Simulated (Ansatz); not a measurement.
Stretching the Ge1–H2 bond in ClGeH (SMILES [Cl][GeH]) (multiplicity 1 held, fragments rigid). Energies count from the point at 1.606 Å.
Geometry at that point (charge 0, multiplicity 1):
```xyz
3

Ge     0.529    -0.162     0.505
H      1.620    -0.383    -0.652
Cl    -1.090     0.328    -0.912
```

Restricted levels (R-, RO-) in cc, def2 and unpolarised 6-31G sets keep to the state of the molecule at rest. U- levels take the lowest unrestricted solution at each point, which mixes spins at long bonds. Active spaces are followed from a long bond inwards. Levels need not reach the same state.

Cores are frozen in the correlated methods. Filled d and f shells under p-block atoms count as core.

The values were computed with Ansatz (Gaussian basis) for Hartree–Fock, density functionals and correlated methods. Values without a source in brackets are computed.

Energies in kJ/mol.

```json
[
 {"R (Å)": "1.285", "U-SCS-MP2/def2-SVP": "113", "R-CCSD/def2-SVP": "106", "U-CCSD/def2-SVP": "106", "FIC-MRCISD+Q on CASSCF(2,2)/def2-SVP": "106"},
 {"R (Å)": "1.445", "U-SCS-MP2/def2-SVP": "23", "R-CCSD/def2-SVP": "19", "U-CCSD/def2-SVP": "19", "FIC-MRCISD+Q on CASSCF(2,2)/def2-SVP": "19"},
 {"R (Å)": "1.606", "U-SCS-MP2/def2-SVP": "0", "R-CCSD/def2-SVP": "0", "U-CCSD/def2-SVP": "0", "FIC-MRCISD+Q on CASSCF(2,2)/def2-SVP": "0"},
 {"R (Å)": "1.766", "U-SCS-MP2/def2-SVP": "16", "R-CCSD/def2-SVP": "15", "U-CCSD/def2-SVP": "15", "FIC-MRCISD+Q on CASSCF(2,2)/def2-SVP": "15"},
 {"R (Å)": "1.927", "U-SCS-MP2/def2-SVP": "49", "R-CCSD/def2-SVP": "46", "U-CCSD/def2-SVP": "46", "FIC-MRCISD+Q on CASSCF(2,2)/def2-SVP": "45"},
 {"R (Å)": "2.168", "U-SCS-MP2/def2-SVP": "121", "R-CCSD/def2-SVP": "102", "U-CCSD/def2-SVP": "103", "FIC-MRCISD+Q on CASSCF(2,2)/def2-SVP": "98"},
 {"R (Å)": "2.408", "U-SCS-MP2/def2-SVP": "199", "R-CCSD/def2-SVP": "156", "U-CCSD/def2-SVP": "160", "FIC-MRCISD+Q on CASSCF(2,2)/def2-SVP": "149"},
 {"R (Å)": "2.810", "U-SCS-MP2/def2-SVP": "250", "R-CCSD/def2-SVP": "226", "U-CCSD/def2-SVP": "231", "FIC-MRCISD+Q on CASSCF(2,2)/def2-SVP": "214"},
 {"R (Å)": "3.211", "U-SCS-MP2/def2-SVP": "266", "R-CCSD/def2-SVP": "271", "U-CCSD/def2-SVP": "264", "FIC-MRCISD+Q on CASSCF(2,2)/def2-SVP": "251"},
 {"R (Å)": "3.693", "U-SCS-MP2/def2-SVP": "272", "R-CCSD/def2-SVP": "298", "U-CCSD/def2-SVP": "275", "FIC-MRCISD+Q on CASSCF(2,2)/def2-SVP": "270"},
 {"R (Å)": "4.335", "U-SCS-MP2/def2-SVP": "274", "R-CCSD/def2-SVP": "311", "U-CCSD/def2-SVP": "278", "FIC-MRCISD+Q on CASSCF(2,2)/def2-SVP": "277"},
 {"R (Å)": "5.138", "U-SCS-MP2/def2-SVP": "274", "R-CCSD/def2-SVP": "316", "U-CCSD/def2-SVP": "278", "FIC-MRCISD+Q on CASSCF(2,2)/def2-SVP": "279"}
]
```

Doubts at one or more of the structures used: a spin-contaminated determinant (U-SCS-MP2/def2-SVP, U-CCSD/def2-SVP); a restricted determinant that unrestricted orbitals would lower (R-CCSD/def2-SVP); other coupled-cluster roots lie near (R-CCSD/def2-SVP); T1 above 0.05 (R-CCSD/def2-SVP, U-CCSD/def2-SVP).

Ansatz is a quantum-chemistry and plane-wave program.
